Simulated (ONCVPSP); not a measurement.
# arsenic (As), ONCV: configuration errors across variants

| Item | Value |
| --- | --- |
| Element | arsenic |
| Generator | ONCVPSP 4.0.1 |
| Type | optimised norm-conserving Vanderbilt (ONCV) |
| Functional | LDA (Perdew-Wang 92) |
| Relativity | scalar-relativistic |
| Frozen core | [Ne] |
| Valence charge | 23 |
| Reference configuration | 3s2 3p6 3d10 4s2 4p3 |
| Partial waves | 3s+4s: rc 1.15 bohr, ncon 5, nbas 10, qcut 9.5 1/bohr, 2 projectors; 3p+4p: rc 0.90 bohr, ncon 4, nbas 7, qcut 19.2 1/bohr, 2 projectors; 3d: rc 0.90 bohr, ncon 4, nbas 9, qcut 17.3 1/bohr, 3 projectors, debl 2 Ha |
| Local potential | polynomial inside 0.60 bohr (lpopt 5, dvloc0 1 Ha) |
| Core correction | Teter function, fcfact 3.25, rcfact 1.35 |

All-electron excitation energies from the reference (eV): (1) 3s2 3p6 3d10 4s2 4p2 9.320; (2) 3s2 3p6 3d10 4s2 4p1 27.477; (3) 3s2 3p6 3d10 4s2 4p0 55.513; (4) 3s2 3p6 3d10 4s1 4p4 9.485.

Errors AE − PS in meV (a dash: test not solved or not reliable):

```csv
change,(1),(2),(3),(4),bound ghosts,GHOST(+) flags above zero
base,-0.4,-1.4,-3.0,-1.9,none,none
"local potential polynomial inside 0.60 bohr (lpopt 5, dvloc0 -2.5 Ha)",-0.4,-1.5,-3.1,-2.0,none,none
"local potential polynomial inside 0.60 bohr (lpopt 5, dvloc0 -1 Ha)",-0.4,-1.5,-3.0,-2.0,none,none
"local potential polynomial inside 0.60 bohr (lpopt 5, dvloc0 0.5 Ha)",-0.4,-1.4,-3.0,-1.9,none,none
"local potential polynomial inside 0.60 bohr (lpopt 5, dvloc0 2 Ha)",-0.4,-1.4,-3.0,-2.0,none,none
"local potential polynomial inside 0.60 bohr (lpopt 5, dvloc0 3 Ha)",-0.4,-1.4,-3.0,-2.0,none,none
"local potential polynomial inside 0.60 bohr (lpopt 5, dvloc0 4 Ha)",-0.4,-1.4,-2.9,-2.0,none,none
"local potential polynomial inside 0.60 bohr (lpopt 5, dvloc0 5.5 Ha)",-0.4,-1.4,-2.9,-2.0,none,none
"local potential polynomial inside 0.60 bohr (lpopt 5, dvloc0 8 Ha)",-0.4,-1.3,-2.8,-2.0,none,none
"local potential polynomial inside 0.60 bohr (lpopt 5, dvloc0 9.5 Ha)",-0.3,-1.3,-2.7,-2.0,none,none
```

Problem. Give the same row for: local potential polynomial inside 0.60 bohr (lpopt 5, dvloc0 6.5 Ha).

Solution. -0.4, -1.4, -2.9, -2.0; bound ghosts: none; GHOST(+) flags above zero: none.
